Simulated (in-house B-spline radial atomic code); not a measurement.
Values are calculated unless marked as measured or tabulated.
# C6 from the polarisability at imaginary frequency: Cd²⁺

PBE linear response of the closed shell [Kr] 4d10, from a B-spline radial code for spherical atoms; scalar-relativistic (spin-free one-electron X2C), finite nucleus, no spin-orbit coupling; shells from n = 2 respond.

The dispersion coefficient of two like species is C6 = (3/π) ∫ α(iu)² du from 0 to ∞.

| u (hartree) | α(iu) (bohr³) |
| --- | --- |
| 0 | 5.659 |
| 0.156 | 5.498 |
| 0.364 | 4.939 |
| 0.624 | 4.13 |
| 1.04 | 3.093 |
| 1.56 | 2.227 |
| 2.34 | 1.452 |
| 3.64 | 0.816 |
| 5.2 | 0.4797 |
| 7.79 | 0.2526 |
| 13 | 0.1108 |
| 26 | 0.03663 |

Q: Fit one oscillator, α(iu) = α(0)/(1 + u²/ω²), through u = 1.04 and estimate C6.

A: From α(0)/α(iu) − 1 = 5.659/3.093 − 1 = 0.8296, ω = u/√0.8296 = 1.1418 hartree (31.1 eV). London's formula gives C6 = (3/4) α(0)² ω = 0.75 × 5.659² × 1.1418 = 27.42 hartree·bohr⁶, and the oscillator holds f = α(0) ω² = 7.38 electrons, of a sum of oscillator strengths of 44.5.

Q: How does that compare with the full integral?

A: The program's quadrature over all excitations gives C6 = 28.92, so the single oscillator is off by -5.2 %. At the last point the fit gives α = 0.0109 against 0.0366: higher excitations, and deeper shells where there are any, keep the true curve higher at large u.
